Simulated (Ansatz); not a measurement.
Question: Name a neutral molecule of C, F, Mo, N, O and H with zero-point energy (PBE0-D4/def2-TZVP) between 227 and 243 kJ/mol and HOMO–LUMO gap (PBE/def2-TZVPP) between 3.85 and 4.15 eV (Ansatz, PBE0-D4/def2-TZVP geometry).

Answer: `C[N]=[Mo](=[O])([F])[O]C` (236.0 kJ/mol, 4.06 eV). Other molecules can fit too; these were computed, each in one conformer that needn't be the lowest.
